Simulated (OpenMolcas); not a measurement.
Computed levels of 3d⁶ in ions with 24 electrons, in cm-1 above ⁵D₄.

```
Program             : OpenMolcas
Method              : SS-RASPT2, IPEA 0.25 Eh, imaginary shift 0.1 Eh
Basis               : ANO-R2
Scalar Hamiltonian  : X2C, finite nucleus
Spin-orbit coupling : RASSI with atomic mean-field integrals over the reference wave functions, term energies averaged over their components
```

Active space for each ion: 12 electrons in 8 orbitals (RAS1 3p, at most 2 holes; RAS2 3d); closed shells correlated by CASPT2: 3s.

```json
{"Level": "⁵D₃", "Co3+": "623", "Cu5+": "1139"}
{"Level": "⁵D₂", "Co3+": "1054", "Cu5+": "1899"}
{"Level": "⁵D₁", "Co3+": "1330", "Cu5+": "2380"}
{"Level": "⁵D₀", "Co3+": "1464", "Cu5+": "2620"}
{"Level": "³P₂(1)", "Co3+": "23310", "Cu5+": "30200"}
{"Level": "³H₆", "Co3+": "23790", "Cu5+": "30890"}
{"Level": "³H₅", "Co3+": "24090", "Cu5+": "31390"}
{"Level": "³H₄", "Co3+": "24300", "Cu5+": "31640"}
{"Level": "³P₁(1)", "Co3+": "25160", "Cu5+": "33560"}
```

Q: Estimate ⁵D₀, ³P₂(1), ³H₆ for Ni4+ from its neighbours Co3+ and Cu5+.

A: ⁵D₀ is fine structure, which grows about as the fourth power of a screened charge, so the fourth roots are averaged: ((1464^0.25 + 2620^0.25) / 2)^4 = 1979. The calculation gives 1987, so the estimate is off by -0.4 %; the measured value is 2058 (Corliss and Sugar, J. Phys. Chem. Ref. Data 10, 197 (1981)).
³P₂(1) is another term, which grows about linearly with the charge: (23310 + 30200) / 2 = 26755. The calculation gives 26930, so the estimate is off by -0.6 %; the measured value is 26153 (Corliss and Sugar, J. Phys. Chem. Ref. Data 10, 197 (1981)).
³H₆ is another term, which grows about linearly with the charge: (23790 + 30890) / 2 = 27340. The calculation gives 27450, so the estimate is off by -0.4 %; the measured value is 27111 (Corliss and Sugar, J. Phys. Chem. Ref. Data 10, 197 (1981)).

CASPT2 does not keep the components of a term degenerate, so their means are used; among the terms shown or strongly mixed into the levels shown the widest spread is 40 cm-1 (3d⁶ ³H, Co3+). Active for correlation alone: 3p; no level in the range computed is led by a configuration that opens it, so any true level of that kind is missing. Measured partners are found by configuration, term and J. A level has none where our copy of the source lacks it or the pairing is in doubt (some pairs that miss far off the trend of their configuration count as doubtful), and it then counts in no deviation. Levels of configurations outside the active space are missing.

A number in round brackets counts repeated terms of one configuration in the order of the reference energies.
